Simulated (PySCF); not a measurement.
PAsAsSb tetrahedron, As₂PSb.
Geometry (PBE0-D3(BJ)/def2-SVP, Å), atoms numbered from 1 in this order:
```
atom  x, y, z in Å
P1    -1.2351    0.3716   -0.5546
As2   -0.2912   -0.9397    1.1396
As3    0.6488    1.2284    0.5371
Sb4    0.9608   -0.7507   -1.1526
```

Computed, not measured: PBE0-D3(BJ)/def2-SVP geometry optimisation, gas phase, def2 core potentials past Kr in PySCF.

(1) Which atoms are bound to Sb4, and at what distances?

(2) List the angles at Sb4.

(3) What is the shape at Sb4?

(4) What are the other bond lengths?

(5) Give some angles away from the centre.

(6) What are the rotational constants (commonest isotopes, rigid rotor)?

Results:

(1) 3 atoms: P1 2.538 Å, As2 2.619 Å, As3 2.621 Å.

(2) 
```tsv
angle	degrees	distance of the outer atoms (Å)
As2–Sb4–As3	55.5	2.44
P1–Sb4–As2	54.0	2.34
P1–Sb4–As3	53.9	2.34
```

(3) Pyramidal: angles 55.5°, 54.0° and 53.9°, sum 163.4°, 2.20 Å off the plane of its three neighbours. Some of the bound atoms are bonded to each other. Differences among atoms that Cs makes equivalent are scatter left by the optimiser.

(4) P1–As2, P1–As3 2.340 Å; As2–As3 2.439 Å.

(5) As2–P1–As3 62.8°, As2–P1–Sb4 64.8°, P1–As2–As3 58.6°, P1–As2–Sb4 61.2°, As3–As2–Sb4 62.3°.

(6) A = 1575, B = 1089, C = 858.3 MHz: an asymmetric top.

Point group: Cs (every atom within 0.08 Å of its image). Charge 0, singlet. Not checked by PBE0-D3(BJ)/def2-SVP frequencies.

The run took 32 s on an Intel Xeon Platinum 8488C with one thread (shared host), and the process peaked at 0.49 GiB of memory. That covers the optimisation of the geometry.
